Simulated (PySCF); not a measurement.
Potential energy curve for KF, singlet.

RKS-PBE = restricted PBE/def2-TZVP run with PySCF 2.14.0; UKS-PBE = unrestricted PBE/def2-TZVP in PySCF 2.14.0; RKS-M06-2X = restricted M06-2X/def2-TZVP (PySCF 2.14.0); UCCSD(T) = PySCF with CCSD(T) on UHF/def2-TZVP, 6 core orbitals frozen.

Energies relative to the lowest point of each curve near equilibrium, in kcal/mol; the last columns give the difference from UCCSD(T):

```tsv
R / Å	RKS-PBE	UKS-PBE	RKS-M06-2X	UCCSD(T)	RKS-PBE − UCCSD(T)	UKS-PBE − UCCSD(T)	RKS-M06-2X − UCCSD(T)
1.73	42.3	42.3	45.2	47.7	-5.5	-5.5	-2.6
1.87	16.5	16.5	17.9	19.4	-2.9	-2.9	-1.5
1.96	7.5	7.5	8.2	9.3	-1.7	-1.7	-1.0
2.08	1.6	1.6	1.7	2.2	-0.6	-0.6	-0.5
2.11	0.8	0.8	0.9	1.2	-0.4	-0.4	-0.4
2.19	0.0	0.0	0.0	0.0	0.0	0.0	0.0
2.25	0.2	0.2	0.3	0.0	0.2	0.2	0.3
2.34	1.5	1.5	1.7	1.1	0.4	0.4	0.6
2.39	2.6	2.6	3.0	2.2	0.5	0.5	0.8
2.56	7.6	7.6	8.5	7.2	0.4	0.4	1.4
2.73	13.5	13.5	15.1	13.3	0.2	0.2	1.8
2.97	22.2	22.2	24.6	22.4	-0.2	-0.2	2.2
3.28	32.6	32.6	36.0	33.6	-1.0	-1.0	2.4
3.57	41.1	41.1	45.3	42.9	-1.8	-1.8	2.4
3.95	50.1	50.0	55.7	53.4	-3.3	-3.4	2.3
4.43	—	58.0	66.5	64.5	—	-6.5	1.9
4.84	—	62.9	74.1	—	—	—	—
5.36	—	67.3	81.9	—	—	—	—
5.86	—	70.2	87.8	—	—	—	—
6.53	—	72.9	93.9	—	—	—	—
7.68	—	75.7	101.0	—	—	—	—
8.83	—	77.4	105.7	—	—	—	—
```

RKS-PBE is furthest from UCCSD(T) at 1.73 (-5.5 kcal/mol, below); its mean absolute difference over the points is 1.3 kcal/mol.

UKS-PBE is furthest from UCCSD(T) at 4.43 (-6.5 kcal/mol, below); its mean absolute difference over the points is 1.6 kcal/mol.

RKS-M06-2X is furthest from UCCSD(T) at 1.73 (-2.6 kcal/mol, below); its mean absolute difference over the points is 1.4 kcal/mol.

A dash means that the run gave no value there, or that the column was ended at a point which the program doubted or which failed a test of continuity chosen for this set; such a test can also cut sound points.

The restricted form behind RKS-PBE, RKS-M06-2X keeps the bonding electrons paired and can't separate into open-shell fragments. The unrestricted determinant behind UKS-PBE is spin-contaminated at 3.95 to 8.83 Å (<S²> up to 0.5, against 0.00 for a pure singlet). At the longest distance UKS-PBE, RKS-M06-2X leaves fractional charges on the fragments, a sign of delocalisation error or of the restricted form. The unrestricted determinant behind UCCSD(T) is spin-contaminated at 4.84 to 8.83 Å (<S²> up to 1.0, against 0.00 for a pure singlet).
